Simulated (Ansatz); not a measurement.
Input file for Ansatz (a first-principles code): U-CCSD(T)/def2-TZVPP on NaP-, 2S+1 = 2, a spin state set in the input, which need not be the lowest, a point of a bond scan (R = 2.813 Å). Charge -1.

Ansatz 0.2 input:
```yaml
crystal:
  periodic: [false, false, false]
  atoms:
    - {symbol: Na, position_ang: [0.00000000, 0.00000000, 0.00000000]}
    - {symbol: P, position_ang: [0.00000000, 0.00000000, 2.81252100]}
basis:
  gaussian:
    orbitals: def2-TZVPP
    pivot_positions_ang: [[0.00000000, 0.00000000, 0.00000000], [0.00000000, 0.00000000, 2.81252100]]
total_charge: -1
magnetization: {spin_polarized: true, initial_magnetization: 1}
correlation: {method: ccsd_t, electrons: valence}
output: {orbitals: {seedname: ./end}}
```

It printed:

```
WARN ansatz: RAYON_NUM_THREADS=2 ignored (pool sized by the plan → 2); use --threads N
Functional definition: HF
integrals: 0.07 GiB planned
584 factors; integrals over basis functions are off by at most 2.4e-4 eV
mean field: 0.15 GiB planned
mean field evaluation 1: about -13673.7757 eV, gradient 9.5e0 eV
mean field evaluation 2: about -13673.7773 eV, gradient 9.5e0 eV
mean field evaluation 4: about -13675.1964 eV, gradient 2.4e0 eV
mean field evaluation 8: about -13675.8089 eV, gradient 2.0e-1 eV
mean field evaluation 16: about -13675.8349 eV, gradient 5.9e-1 eV
mean field evaluation 32: about -13675.7121 eV, gradient 8.4e-1 eV
mean field evaluation 64: about -13671.6341 eV, gradient 1.3e1 eV
mean field evaluation 96: about -13675.8117 eV, gradient 1.2e-5 eV
mean field evaluation 128: about -13675.7006 eV, gradient 7.7e-1 eV
mean field evaluation 160: about -13675.7129 eV, gradient 1.8e0 eV
mean field evaluation 192: about -13675.6492 eV, gradient 1.5e0 eV
mean field evaluation 224: about -13675.7590 eV, gradient 4.4e-3 eV
mean field evaluation 256: about -13672.1988 eV, gradient 3.7e0 eV
mean field evaluation 288: about -13674.7960 eV, gradient 5.8e-1 eV
mean field evaluation 320: about -13674.9708 eV, gradient 7.1e-1 eV
mean field evaluation 352: about -13674.8523 eV, gradient 5.2e-1 eV
mean field evaluation 384: about -13674.3179 eV, gradient 1.9e-1 eV
mean field evaluation 416: about -13674.2377 eV, gradient 1.5e0 eV
mean field evaluation 448: about -13674.4822 eV, gradient 2.6e-1 eV
mean field evaluation 480: about -13673.7705 eV, gradient 4.7e0 eV
mean field evaluation 512: about -13674.1567 eV, gradient 5.9e-1 eV
mean field evaluation 544: about -13673.4245 eV, gradient 7.3e-4 eV
mean field evaluation 576: about -13673.4079 eV, gradient 9.0e-1 eV
mean field evaluation 608: about -13673.5936 eV, gradient 3.1e-1 eV
mean field evaluation 640: about -13673.1077 eV, gradient 5.7e-2 eV
mean field evaluation 672: about -13673.0829 eV, gradient 5.7e-3 eV
mean field evaluation 704: about -13672.4007 eV, gradient 1.1e0 eV
mean field evaluation 736: about -13673.8090 eV, gradient 5.6e-4 eV
mean field -13676.10955779 eV, -502.5877562489 hartree, gradient 2.1e-6 eV, S^2 1.765797; 28 other end points of the search recorded, 0 dependent functions left out
determinant -13676.10955779 eV, -502.5877562489 hartree, with singles and doubles -13684.27779454 eV, -502.8879334126 hartree
determinant -13675.81173579 eV, -502.5768114921 hartree, with singles and doubles -13684.07262345 eV, -502.8803935141 hartree
determinant -13675.75897512 eV, -502.5748725733 hartree, with singles and doubles -13683.92906768 eV, -502.8751179370 hartree
determinant -13675.47898825 eV, -502.5645832457 hartree, with singles and doubles -13683.76288460 eV, -502.8690108215 hartree
determinant -13675.36033075 eV, -502.5602226630 hartree, with singles and doubles -13683.50757629 eV, -502.8596284142 hartree
determinant -13674.48392653 eV, -502.5280154018 hartree, with singles and doubles -13683.89252948 eV, -502.8737751829 hartree
determinant -13674.32503784 eV, -502.5221763503 hartree, with singles and doubles -13683.14561570 eV, -502.8463266076 hartree
determinant -13674.16893267 eV, -502.5164395909 hartree, with singles and doubles -13682.34622030 eV, -502.8169493687 hartree
determinant -13674.15314391 eV, -502.5158593648 hartree, with singles and doubles -13682.62261917 eV, -502.8271068396 hartree
determinant -13673.81842341 eV, -502.5035586132 hartree, with singles and doubles -13682.70313371 eV, -502.8300656945 hartree
determinant -13673.80903828 eV, -502.5032137163 hartree, with singles and doubles -13682.00168826 eV, -502.8042880499 hartree
determinant -13673.61229943 eV, -502.4959836969 hartree, with singles and doubles -13681.74914489 eV, -502.7950072520 hartree
determinant -13673.59964812 eV, -502.4955187697 hartree, with singles and doubles -13681.66533296 eV, -502.7919272206 hartree
determinant -13673.47954445 eV, -502.4911050412 hartree, with singles and doubles -13681.65112817 eV, -502.7914052041 hartree
determinant -13673.42453573 eV, -502.4890835079 hartree, with singles and doubles -13681.51689994 eV, -502.7864724074 hartree
determinant -13673.10855919 eV, -502.4774715845 hartree, with singles and doubles -13681.43856943 eV, -502.7835938143 hartree
determinant -13673.08291194 eV, -502.4765290655 hartree, with singles and doubles -13681.44082645 eV, -502.7836767584 hartree
determinant -13676.10955779 eV, -502.5877562489 hartree, with singles and doubles -13684.27937139 eV, -502.8879913608 hartree
determinant -13675.81173579 eV, -502.5768114921 hartree, with singles and doubles -13684.09940225 eV, -502.8813776171 hartree
determinant -13675.75897512 eV, -502.5748725733 hartree, with singles and doubles -13683.93380009 eV, -502.8752918499 hartree
determinant -13675.47898825 eV, -502.5645832457 hartree, with singles and doubles -13683.80037066 eV, -502.8703884088 hartree
determinant -13674.48392653 eV, -502.5280154018 hartree, with singles and doubles -13683.95629628 eV, -502.8761185697 hartree
6 core orbitals not correlated
reference -13676.10955779 eV, -502.5877562489 hartree; 8, 7 occupied and 60, 61 virtual orbitals, 584 factors
second order -7.43750641 eV of doubles, -0.00000000 eV of singles
coupled cluster: 0.27 GiB planned
cycle   1  -8.16981219 eV  change    1.4e-6 eV  update   2.8e-6
coupled cluster: 0.28 GiB planned
perturbative correction -0.21822949 eV, -0.0080197858 hartree
Total energy: -13684.49759947 eV, -502.8960110949 hartree
```

The calculation finished and met its thresholds. Its determinant has ⟨S²⟩ = 1.77, a mixture of spin states.

Cost: roughly 60 core-seconds.
